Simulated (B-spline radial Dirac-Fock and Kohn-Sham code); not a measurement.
Photoemission from Ag²⁺ at 1860 eV, detector at θ = 45°, φ = 0°

System: the Ag²⁺ ion, configuration [Kr] 4d9. These are calculated numbers from an atomic code on a B-spline grid; the model is Dirac-Hartree-Slater photoionisation with a Latter tail; cross sections with all multipoles, angular parameters from the dipole term and its interference with E2. Thresholds are orbital energies of the model. For linearly polarised light dσ/dΩ = σ/(4π) [1 + β P₂(cos θ) + (δ + γ cos²θ) sin θ cos φ], with θ from the polarisation vector and φ the angle between the beam and the projection of the electron momentum on the plane normal to the polarisation. The dipole factor is 1 + βP₂ and the non-dipole term is the rest of the bracket. Open shells are filled statistically over j.

Input of the calculation (task.json; shells as n, l, electrons):

```json
{"items": [{
  "Z": 47,
  "q": 2,
  "cfg": [[1, 0, 2], [2, 0, 2], [2, 1, 6], [3, 0, 2], [3, 1, 6], [3, 2, 10], [4, 0, 2], [4, 1, 6], [4, 2, 9]],
  "A": 107,
  "rrms": 4.5454,
  "do": "xps",
  "hv": [80, 100, 102.0, 112.0, 155.0, 158.0, 190.0, 200, 235.0, 295.0, 300, 425.0, 459.0, 516.0, 600, 620.0, 800, 890.0, 943.0, 1080.0, 1253.6, 1860.0, 2660.0, 2984.4, 6820.0, 7330.0, 8150.0, 9640.0, 10200.0]
}]}
```

Launch: `python xray2_run.py task.json out`

```
subshell  threshold (eV)  σ (kb)     β      γ      δ  dipole factor  non-dipole term  dσ/dΩ (kb/sr)
      3s           728.1    27.9  1.99   0.08  0.000          1.498           +0.027           3.39
   3p1/2           624.5    36.8  1.61  -0.01  0.002          1.402           -0.002           4.10
   3p3/2           592.7    72.1  1.64  -0.01  0.004          1.410           +0.001           8.09
   3d3/2           407.1    51.6  1.23   0.40  0.069          1.308           +0.191           6.16
   3d5/2           400.6    74.3  1.21   0.41  0.070          1.302           +0.194           8.84
      4s           125.4    5.93  1.99  -0.04  0.000          1.498           -0.015          0.700
   4p1/2           92.09    6.28  1.66   0.06  0.001          1.415           +0.021          0.717
   4p3/2           86.70    12.0  1.69   0.06  0.004          1.423           +0.025           1.39
   4d3/2           35.17    4.52  1.26   0.46  0.062          1.314           +0.205          0.546
   4d5/2           34.49    6.45  1.22   0.46  0.063          1.306           +0.207          0.777
```
